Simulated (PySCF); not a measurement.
## Radial density of S+ (sulfur, charge +1)

MN15, [Ne] 3s2 3p3, high-spin 4S determinant. Computed with PySCF 2.14 in aug-cc-pV(D+d)Z (5s4p3d, 32 functions), with the non-relativistic Hamiltonian (point nucleus).

| r (bohr) | 4πr²ρ (e/bohr) | 4πr²(ρα − ρβ) |
| --- | --- | --- |
| 0.00136 | 0.05936 | 0.0000 |
| 0.00229 | 0.1635 | 0.0000 |
| 0.00385 | 0.4391 | 0.0000 |
| 0.00648 | 1.144 | 0.0000 |
| 0.0109 | 2.808 | 0.0001 |
| 0.0183 | 6.275 | 0.0005 |
| 0.0308 | 11.94 | 0.0025 |
| 0.0518 | 17.48 | 0.0137 |
| 0.0872 | 17.14 | 0.0622 |
| 0.147 | 12.25 | 0.2078 |
| 0.247 | 15.15 | 0.3808 |
| 0.415 | 16.43 | 0.1873 |
| 0.698 | 5.809 | 0.1099 |
| 1.17 | 3.107 | 1.4565 |
| 1.97 | 2.445 | 1.5186 |
| 3.32 | 0.3180 | 0.2358 |
| 5.59 | 0.003743 | 0.0036 |
